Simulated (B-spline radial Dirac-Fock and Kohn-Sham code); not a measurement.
**Kohn-Sham estimates against Dirac-Fock for the levels of Os³²⁺**

System: the Os³²⁺ ion in the configuration [Kr] 4d8.

The density-functional columns are spherical, spin-unpolarised Dirac-Kohn-Sham results without Breit or QED terms: −ε is minus the orbital energy of the initial state and ΔSCF the difference of two total energies. The reference in the last column comes from ΔSCF Dirac-Fock with Breit, self-energy and vacuum polarisation, finite nucleus, configuration average. All numbers are from an atomic code on a B-spline grid, in eV; a selection of levels is shown. For the 1s level of heavy atoms much of the gap between ΔSCF and the reference is the Breit and QED part, -382.7 eV here; for other levels the error of the functional can be larger.

```
level   LDA −ε  LDA ΔSCF  Dirac-Fock
    K  74893.7   75493.5     75123.6
   L1  14050.7   14180.8     14239.6
   L2  13510.1   13670.9     13649.4
   L3  11981.7   12122.1     12136.8
   M1   4203.4    4256.2      4310.4
   M2   3962.6    4018.2      4050.9
   M3   3625.3    3677.1      3712.0
   N1   1730.7    1758.5      1781.7
   N2   1627.7    1655.7      1667.1
   N3   1530.1    1556.6      1569.6
 N4,5   1349.4    1376.2      1374.5
```

Values without a named source are computed, but for edge energies of neutral atoms, which are taken from tables.
